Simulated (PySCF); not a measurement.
C$_{4}$H$_{10}$Sb (SMILES C[CH2][Sb][CH2]C), doublet, at a GFN2-xTB geometry (the spin is typed, not shown lowest) (all electrons, no relativity), with bond 13-10 at 1.6 times its length; PBE0/3-21G (PySCF).

Input for PySCF:
```python
from pyscf import gto, scf, dft

mol = gto.Mole()
mol.atom = '''
    Sb    0.69795184    0.22099115    0.17324358
    C    -0.97707771   -0.60323738    1.35141399
    C    -1.09839577   -2.10555151    1.20328085
    H    -1.88914187   -0.11172102    1.01763682
    H    -0.81080658   -0.33758433    2.39354113
    H    -0.19955431   -2.60306815    1.56347303
    H    -1.24709769   -2.38339216    0.16131483
    H    -1.94675887   -2.48108930    1.77591681
    C    -0.45619637    0.14942256   -1.70717713
    C    -1.42581751    1.30631470   -1.82983375
    H    -0.98885328   -0.79953306   -1.73200443
    H     0.25381004    0.16122358   -2.53179720
    H    -0.57600226    2.82677422   -1.83823005
    H    -2.12972381    1.31419564   -0.99949967
    H    -1.99781017    1.23212797   -2.75502631
'''
mol.basis = '3-21g'
mol.spin = 1
mol.verbose = 4
mol.build()

mf = dft.UKS(mol)
mf.xc = 'pbe0'
mf.diis = False
mf.max_cycle = 100
mf.kernel()
mf.analyze()
```

What the program printed (banner, timings and long lists left out):

```
PySCF version 2.14.0

[INPUT] verbose = 4
[INPUT] num. atoms = 15
[INPUT] num. electrons = 85
[INPUT] charge = 0
[INPUT] spin (= nelec alpha-beta = 2S) = 1
[INPUT] symmetry False subgroup None
[INPUT] Mole.unit = angstrom
[INPUT] Symbol           X                Y                Z      unit          X                Y                Z       unit  Magmom
[...]
nuclear repulsion = 446.894491293678
number of shells = 53
number of NR pGTOs = 171
number of NR cGTOs = 87
basis = 3-21g
ecp = {}

******** <class 'pyscf.dft.uks.UKS'> ********
method = UKS
initial guess = minao
damping factor = 0
level_shift factor = 0
DIIS disabled
SCF conv_tol = 1e-09
SCF conv_tol_grad = None
SCF max_cycles = 100
direct_scf = True
direct_scf_tol = 1e-13
number electrons alpha = 43  beta = 42
XC library pyscf.dft.libxc version 7.1.2
    S. Lehtola, C. Steigemann, M. J. T. Oliveira, and M. A. L. Marques,  SoftwareX 7, 1–5 (2018)
XC functionals = pbe0
    C. Adamo and V. Barone,  J. Chem. Phys. 110, 6158 (1999)
    M. Ernzerhof and G. E. Scuseria,  J. Chem. Phys. 110, 5029 (1999)
radial grids:
    Treutler-Ahlrichs [JCP 102, 346 (1995); DOI:10.1063/1.469408] (M4) radial grids

becke partition: Becke, JCP 88, 2547 (1988); DOI:10.1063/1.454033
pruning grids: <function nwchem_prune>
grids dens level: 3
symmetrized grids: False
atomic radii adjust function: <function treutler_atomic_radii_adjust>
small_rho_cutoff = 0
Set gradient conv threshold to 3.16228e-05
tot grids = 176512
init E= -6430.77970258041

cycle= 1 E= -6445.12750995851  delta_E= -14.3  |g|= 0.242  |ddm|= 2.55
cycle= 2 E= -6445.11094546765  delta_E= 0.0166  |g|= 0.291  |ddm|= 0.645
cycle= 3 E= -6445.05307943606  delta_E= 0.0579  |g|= 0.429  |ddm|= 0.812
cycle= 4 E= -6444.91707567412  delta_E= 0.136  |g|= 0.612  |ddm|= 1.22
cycle= 5 E= -6444.60172177394  delta_E= 0.315  |g|= 0.967  |ddm|= 1.85
cycle= 6 E= -6443.48723083576  delta_E= 1.11  |g|= 1.45  |ddm|= 2.77
cycle= 7 E= -6438.35613408175  delta_E= 5.13  |g|= 3.08  |ddm|= 6.78
cycle= 8 E= -6419.14650828214  delta_E= 19.2  |g|= 2.77  |ddm|= 18.9

cycle= 9 E= -6261.51832427376  delta_E=  158  |g|= 8.18  |ddm|= 45.8
cycle= 10 E= -6299.16780445896  delta_E= -37.6  |g|= 5.21  |ddm|= 45.1

cycle= 11 E= -6249.63723733499  delta_E= 49.5  |g|= 7.48  |ddm|=   54
cycle= 12 E= -6298.66760522304  delta_E=  -49  |g|= 5.22  |ddm|= 54.1

cycle= 13 E= -6249.6063959089  delta_E= 49.1  |g|= 7.48  |ddm|=   54
cycle= 14 E= -6298.65959693381  delta_E= -49.1  |g|= 5.23  |ddm|=   54

[...]
SCF not converged.
Total Energy =                       -6298.659344359796705
[...]
spin_pop of  8 C 3py       0.00001
spin_pop of  8 C 3pz      -0.00006
spin_pop of  9 C 1s        0.00000
spin_pop of  9 C 2s        0.00000
spin_pop of  9 C 3s        0.00000
spin_pop of  9 C 2px       0.00001
spin_pop of  9 C 2py       0.00000
spin_pop of  9 C 2pz       0.00001
spin_pop of  9 C 3px       0.00001
spin_pop of  9 C 3py      -0.00000
spin_pop of  9 C 3pz       0.00003
spin_pop of  10 H 1s        0.00033
spin_pop of  10 H 2s        0.00001
spin_pop of  11 H 1s        0.00001
spin_pop of  11 H 2s        0.00000
spin_pop of  12 H 1s        0.00002
spin_pop of  12 H 2s        0.00004
spin_pop of  13 H 1s       -0.00000
spin_pop of  13 H 2s        0.00000
spin_pop of  14 H 1s        0.00000
spin_pop of  14 H 2s        0.00000
 ** Mulliken Spin Density (per atom)  **
spin density of  0 Sb =      0.04911
spin density of  1 C =      0.19276
spin density of  2 C =      0.46294
spin density of  3 H =      0.00079
spin density of  4 H =      0.04552
spin density of  5 H =      0.00318
spin density of  6 H =      0.02085
spin density of  7 H =      0.22429
spin density of  8 C =      0.00010
spin density of  9 C =      0.00006
spin density of  10 H =      0.00034
spin density of  11 H =      0.00001
spin density of  12 H =      0.00005
spin density of  13 H =      0.00000
spin density of  14 H =      0.00000
 ** Mulliken pop alpha/beta on meta-lowdin orthogonal AOs **
 ** Mulliken pop       alpha | beta **
In total            43.00000 | 42.00000
 ** Mulliken atomic charges   ( Nelec_alpha | Nelec_beta ) **
charge of  0Sb =     -3.08027  (    27.06469     27.01558 )
charge of  1C =     -6.86077  (     6.52676      6.33400 )
charge of  2C =     -5.75478  (     6.10886      5.64592 )
charge of  3H =      0.91523  (     0.04278      0.04199 )
charge of  4H =     -1.09327  (     1.06939      1.02388 )
charge of  5H =     -1.05714  (     1.03016      1.02698 )
charge of  6H =      0.84161  (     0.08962      0.06877 )
charge of  7H =     -0.78769  (     1.00599      0.78170 )
charge of  8C =      5.90476  (     0.04767      0.04757 )
charge of  9C =      5.99246  (     0.00380      0.00374 )
charge of  10H =      0.99307  (     0.00363      0.00330 )
charge of  11H =      0.99258  (     0.00371      0.00371 )
charge of  12H =      0.99730  (     0.00137      0.00132 )
charge of  13H =      0.99719  (     0.00141      0.00141 )
charge of  14H =      0.99971  (     0.00014      0.00014 )
Dipole moment(X, Y, Z, Debye): -39.14065, 155.34060, -262.69935
```

Convergence was not reached.
